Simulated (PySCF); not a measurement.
# Electron correlation in Co³⁺ (cobalt, charge +3)

[Ar] 3d6, high-spin 5D determinant. Calculation: PySCF 2.14, in x2c-TZVPPall; scalar relativity by spin-free X2C-1e. Frozen: [Ar]; 6 electrons correlated.

```json
{"level": "CCSD", "correlation energy (mhartree)": "-116.62"}
{"level": "(T)", "correlation energy (mhartree)": "-1.19"}
{"level": "CCSD(T)", "correlation energy (mhartree)": "-117.81"}
```

Diagnostics: T1 = 0.0033, D1 = 0.0055, largest double amplitude 0.016.

Q: Is a single reference adequate?

A: Yes: T1 lies below 0.03 and no double amplitude reaches 0.07.
